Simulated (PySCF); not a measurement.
Computed shifts of a molecule C2H4FNOSi, PBE0/pcSseg-1 (PySCF), GIAO, gas phase, equivalent atoms averaged, in ppm (number of nuclei): ²⁹Si: 6.7 (1). ¹³C: 214.6 (1), 118.9 (1). ¹⁵N: 533.9 (1). ¹⁹F: -193.8 (1). ¹H: 9.64 (1), 6.63 (1), 6.12 (1), 2.73 (1). References: ¹⁷O against H2O (σ = 334.2 ppm); ²⁹Si against TMS (σ = 352.7 ppm); ¹³C against TMS (σ = 186.3 ppm); ¹⁵N against NH3 (σ = 267.4 ppm); ¹⁹F against CFCl3 (σ = 167.2 ppm); ¹H against TMS (σ = 31.56 ppm), references at their B3LYP-D3(BJ)/def2-TZVP geometries, non-relativistic. Coordinates come from a r2SCAN-D4/def2-SVP optimisation. Other conformers were not sampled.

### Question
Which molecule gave these data?
(A) C[Si@@H](F)N=C=O
(B) FC[Si@H]1N=CO1
(C) N#CC[Si@@H](O)F
(D) O[Si@@H]1C=N[C@@H]1F

### Answer
D, O[Si@@H]1C=N[C@@H]1F
